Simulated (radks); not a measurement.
Values are calculated unless marked as measured or tabulated.
Q: These are the eigenvalues of the occupied orbitals of an atom or ion with whole-number occupations (hartree). Level of theory: scalar-relativistic Kohn-Sham, PBE, spin-unpolarised, spherical densities, finite nucleus; Fermi nuclear charge, rms radius of each element as measured or else 0.836 A^(1/3) + 0.57 fm (a radial shooting solver on a logarithmic mesh with Libxc functionals).

| orbital | eigenvalue |
|---|---|
| 1s | -47.04683 |
| 2s | -3.67377 |
| 2p | -2.45138 |

Which element is it, and in what charge state? The configuration may be excited.

A: Z = 12, magnesium, charge +2: Mg2+ in [Ne]. The list shows which subshells hold electrons but not how many an open one holds; the 1s level, -47.047 hartree, gives Z - s = 9.7 by -(Z - s)^2/2, which with screening and relativity narrows Z to a few neighbours, and the depths of the outer levels then fix element, charge and occupations together.
